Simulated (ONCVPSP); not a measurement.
**molybdenum: ONCV pseudisation with PBEsol, scalar-relativistic reference atom.**

ONCVPSP 4.0.1 was run on this input:

```
# ATOM AND REFERENCE CONFIGURATION
# atsym  z   nc   nv     iexc    psfile
  Mo 42.00    6    4  -116133      upf
#
#   n    l    f
    1    0    2.00
    2    0    2.00
    2    1    6.00
    3    0    2.00
    3    1    6.00
    3    2   10.00
    4    0    2.00
    4    1    6.00
    4    2    5.00
    5    0    0.50
#
# PSEUDOPOTENTIAL AND OPTIMIZATION
# lmax
    2
#
#   l,   rc,      ep,       ncon, nbas, qcut
    0    2.05    0.00    4    9    7.00
    1    2.00    0.00    4    8    7.70
    2    2.25    0.00    4    9    8.10
#
# LOCAL POTENTIAL
# lloc, lpopt,  rc(5),   dvloc0
    4    5    1.80    4.00
#
# VANDERBILT-KLEINMAN-BYLANDER PROJECTORs
# l, nproj, debl
    0    2    3.70
    1    1    2.80
    2    1    0.40
#
# MODEL CORE CHARGE
# icmod, fcfact, rcfact
    3    4.75    1.10
#
# LOG DERIVATIVE ANALYSIS
# epsh1, epsh2, depsh
   -4.00    5.00    0.02
#
# OUTPUT GRID
# rlmax, drl
    6.00    0.01
#
# TEST CONFIGURATIONS
# ncnf
    4
# nvcnf
#   n    l    f
    4
    4    0    2.00
    4    1    6.00
    4    2    5.00
    5    0    1.00
#
    4
    4    0    2.00
    4    1    6.00
    4    2    5.00
    5    0    0.00
#
    4
    4    0    2.00
    4    1    6.00
    4    2    4.00
    5    0    0.00
#
    5
    4    0    2.00
    4    1    6.00
    4    2    5.00
    5    0    0.00
    5    1    1.00
#
```

Command:

```bash
oncvpsp.x < Mo.dat > Mo.out
```

Resulting log (shortened: citation, most of the input echo, consistency checks and plot data are left out):

```
ONCVPSP  (Optimized Norm-Conservinng Vanderbilt PSeudopotential)
scalar-relativistic version 4.0.1

#   n    l    f        energy (Ha)
    1    0    2.00    -7.2813213E+02
    2    0    2.00    -1.0294311E+02
    2    1    6.00    -9.2060389E+01
    3    0    2.00    -1.7609177E+01
    3    1    6.00    -1.4043582E+01
    3    2   10.00    -8.2376290E+00
    4    0    2.00    -2.4813264E+00
    4    1    6.00    -1.5322461E+00
    4    2    5.00    -2.5565612E-01
    5    0    0.50    -2.5284582E-01

Reference configufation results
  iterations    23
  all-electron total energy (Ha)   -4.04633667D+03

Begin loop to  construct optimized pseudo wave functions
and semi-local pseudopoentials for all angular momenta

Calculating optimized projector #   1

 for l=   0

    Fraction of norm inside rc  0.980082
    Optimizing pswf for qcut=   7.00 a_B^-1,  ecut=  24.53 Ha
    Residual kinetic energy error=  3.84D-08 Ha

    Energy error per electron        Cutoff
         Ha          eV             Ha
         0.01000     0.27211        8.37
         0.00100     0.02721       13.67
         0.00010     0.00272       17.16
         0.00001     0.00027       19.70

Calculating optimized projector #   2

 for l=   0

    Fraction of norm inside rc  0.103469
    Optimizing pswf for qcut=   7.00 a_B^-1,  ecut=  24.53 Ha
    Residual kinetic energy error=  1.34D-07 Ha

    Energy error per electron        Cutoff
         Ha          eV             Ha
         0.01000     0.27211        4.05
         0.00100     0.02721       12.79
         0.00010     0.00272       17.01
         0.00001     0.00027       20.05

Calculating optimized projector #   1

 for l=   1

    Fraction of norm inside rc  0.937749
    Optimizing pswf for qcut=   7.70 a_B^-1,  ecut=  29.61 Ha
    Residual kinetic energy error=  8.46D-09 Ha

    Energy error per electron        Cutoff
         Ha          eV             Ha
         0.01000     0.27211        9.82
         0.00100     0.02721       12.77
         0.00010     0.00272       15.29
         0.00001     0.00027       17.25

Calculating optimized projector #   1

 for l=   2

    Fraction of norm inside rc  0.703528
    Optimizing pswf for qcut=   8.10 a_B^-1,  ecut=  32.79 Ha
    Residual kinetic energy error=  2.41D-09 Ha

    Energy error per electron        Cutoff
         Ha          eV             Ha
         0.01000     0.27211       13.49
         0.00100     0.02721       18.04
         0.00010     0.00272       21.76
         0.00001     0.00027       24.94

Construct Vanderbilt / Kleinmman-Bylander projectors

B matrix Hermiticity error, ll=   0
   1   2    1.9944E-04

  Orthonormal projector coefficients  2.1005E+01 -2.1634E+00

Model core correction analysis
  based on d2Exc/dn_idn_j

d2excae - all-electron derivatives

   -3.320808D-02   -2.940869D-02   -1.516654D-02   -2.080939D-03
   -2.940895D-02   -2.760787D-02   -1.672372D-02   -2.744921D-03
   -1.516682D-02   -1.672381D-02   -1.862177D-02   -1.339516D-02
   -2.080703D-03   -2.744026D-03   -1.338814D-02   -3.503272D-02

d2excps - pseudofunction derivatives with no core correction

   -4.355622D-02   -3.362479D-02   -1.571161D-02   -3.118541D-03
   -3.362550D-02   -3.105600D-02   -1.784798D-02   -3.139621D-03
   -1.571185D-02   -1.784811D-02   -1.931541D-02   -1.343150D-02
   -3.119064D-03   -3.138758D-03   -1.342449D-02   -3.511862D-02

rms 2nd derivative error    3.168283E-03

rmatch, rhocmatch    0.7530   11.7039

Teter function model core charge with specified parameters

d2excps - pseudofunction derivatives with core correction

   -3.404023D-02   -2.993103D-02   -1.504991D-02   -2.272848D-03
   -2.993115D-02   -2.911166D-02   -1.749236D-02   -2.814774D-03
   -1.505012D-02   -1.749248D-02   -1.927559D-02   -1.336861D-02
   -2.272612D-03   -2.813886D-03   -1.336159D-02   -3.504425D-02

rms 2nd derivative error    5.712227E-04

Pseudoatom total energy  -68.445453

Diagnostic tests using Vanderbilt-Kleinman-Bylander pseudopotentials
  1 or more projectors used as specified by nproj input data

   l    rcore       rmatch      e in        delta e   norm test  slope test

   0   2.0570737   2.1195309  -2.4813264   0.0000048   1.0001004   1.0000856
   0   2.0570737   2.1195309  -0.2528458   0.0000013   1.0000222   1.0000170

   1   2.0084357   2.0694161  -1.5322461  -0.0000005   0.9999984   0.9999985

   2   2.2501919   2.3185126  -0.2556561  -0.0000005   0.9999996   1.0000043

 Testing for bound ghosts
   n   l    E NL Schr. Eq   E Basis Diag.   E Cutoff

   1   0       -2.481322       -2.481321     83.10
   2   0       -0.252845       -0.232915     83.10

   2   1       -1.532247       -1.532243     55.58

   3   2       -0.255657       -0.254666     68.05

 Testing for highly-localized positive-energy ghosts
       l    <radius>/rc     E Basis Diag.   E Cutoff

       0        0.560554       31.290087     83.10  WARNING - GHOST(+)

Test configuration 0

   n   l     f        eae           eps        diff
   1   0  2.0000 -728.13213401
   2   0  2.0000 -102.94311111
   2   1  6.0000  -92.06038948
   3   0  2.0000  -17.60917660
   3   1  6.0000  -14.04358241
   3   2 10.0000   -8.23762899
   4   0  2.0000   -2.48132637   -2.48132153    4.84D-06
   4   1  6.0000   -1.53224605   -1.53224657   -5.21D-07
   4   2  5.0000   -0.25565612   -0.25565666   -5.43D-07
   5   0  0.5000   -0.25284582   -0.25284451    1.31D-06

    Total energies and differences
      AE_ref= -4.04633667D+03  AE_tst= -4.04633667D+03  dif=  0.00D+00
      PS_ref= -6.84454527D+01  PS_tst= -6.84454527D+01  dif= -1.38D-12
      PSP excitation error=  1.38D-12

Test configuration 1

   n   l     f        eae           eps        diff
   1   0  2.0000 -728.01409776
   2   0  2.0000 -102.82691458
   2   1  6.0000  -91.94407071
   3   0  2.0000  -17.49243758
   3   1  6.0000  -13.92685075
   3   2 10.0000   -8.12104653
   4   0  2.0000   -2.36306370   -2.36251119    5.53D-04
   4   1  6.0000   -1.41323439   -1.41304044    1.94D-04
   4   2  5.0000   -0.13851641   -0.13853953   -2.31D-05
   5   0  1.0000   -0.15137819   -0.15135212    2.61D-05

    Total energies and differences
      AE_ref= -4.04633667D+03  AE_tst= -4.04643743D+03  dif= -1.01D-01
      PS_ref= -6.84454527D+01  PS_tst= -6.85462181D+01  dif= -1.01D-01
      PSP excitation error=  1.49D-05

Test configuration 2

   n   l     f        eae           eps        diff
   1   0  2.0000 -728.26218651
   2   0  2.0000 -103.07097337
   2   1  6.0000  -92.18839554
   3   0  2.0000  -17.73761717
   3   1  6.0000  -14.17201269
   3   2 10.0000   -8.36588715
   4   0  2.0000   -2.61121366   -2.61194727   -7.34D-04
   4   1  6.0000   -1.66278822   -1.66307535   -2.87D-04
   4   2  5.0000   -0.38273198   -0.38273199   -3.62D-09

    Total energies and differences
      AE_ref= -4.04633667D+03  AE_tst= -4.04618367D+03  dif=  1.53D-01
      PS_ref= -6.84454527D+01  PS_tst= -6.82924093D+01  dif=  1.53D-01
      PSP excitation error= -4.15D-05

Test configuration 3

   n   l     f        eae           eps        diff
   1   0  2.0000 -728.69763070
   2   0  2.0000 -103.51078063
   2   1  6.0000  -92.62786221
   3   0  2.0000  -18.17523779
   3   1  6.0000  -14.60962477
   3   2 10.0000   -8.80393089
   4   0  2.0000   -3.03861187   -3.03983536   -1.22D-03
   4   1  6.0000   -2.08379263   -2.08471899   -9.26D-04
   4   2  4.0000   -0.76489285   -0.76528583   -3.93D-04

    Total energies and differences
      AE_ref= -4.04633667D+03  AE_tst= -4.04561569D+03  dif=  7.21D-01
      PS_ref= -6.84454527D+01  PS_tst= -6.77242405D+01  dif=  7.21D-01
      PSP excitation error= -2.31D-04

Test configuration 4

   n   l     f        eae           eps        diff
   1   0  2.0000 -728.06384277
   2   0  2.0000 -102.87486536
   2   1  6.0000  -91.99208639
   3   0  2.0000  -17.54115570
   3   1  6.0000  -13.97555038
   3   2 10.0000   -8.16958611
   4   0  2.0000   -2.41334109   -2.41580483   -2.46D-03
   4   1  6.0000   -1.46399217   -1.46619652   -2.20D-03
   4   2  5.0000   -0.18542296   -0.18724256   -1.82D-03
   5   1  1.0000   -0.06426139   -0.06364184    6.20D-04

    Total energies and differences
      AE_ref= -4.04633667D+03  AE_tst= -4.04632022D+03  dif=  1.65D-02
      PS_ref= -6.84454527D+01  PS_tst= -6.84273974D+01  dif=  1.81D-02
      PSP excitation error= -1.60D-03
```

The run took about 4.1 s on one core of a shared server CPU.
